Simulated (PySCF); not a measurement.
**Diatomic anions of H with the chalcogens**

HF with double-zeta basis sets in PySCF, for the lowest determinant that a PBE0 search found; no spin–orbit coupling. De refers to high-spin ground-configuration atoms (the charge goes to the atom of lower measured ionisation energy or higher electron affinity, which is not always the lowest computed limit). A positive dipole points towards H; it is taken about the centre of mass and depends on that origin.

| M | basis | reference | charged atom | state (unpaired electrons) | Re (Å) | ωe (cm⁻¹) | De (eV) | μ (D) |
| --- | --- | --- | --- | --- | --- | --- | --- | --- |
| S | aug-cc-pVDZ/aug-cc-pV(D+d)Z | RHF | S− | singlet (closed shell) | 1.341 | 2783 | n/a | 0.51 |
| Se | def2-SVPD | RHF | Se− | singlet (closed shell) | 1.464 | 2507 | n/a | 0.17 |
| Te | aug-cc-pVDZ-PP/aug-cc-pVDZ | RHF | Te− | singlet (closed shell) | 1.662 | 2162 | n/a | -0.23 |

The shortest bond is that of SH⁻ (1.341 Å), the longest that of TeH⁻ (1.662 Å).

The rows differ in basis set, which adds steps of its own.

Down a group the atoms grow and get heavier, so bonds lengthen and wavenumbers fall; this series shows no clear exception.

These are scalar-relativistic numbers at best; spin–orbit coupling would shift them, the dissociation energy most. Hartree–Fock leaves out correlation, which carries a large part of most bond energies and some tenths to 1 eV of ionisation energies.
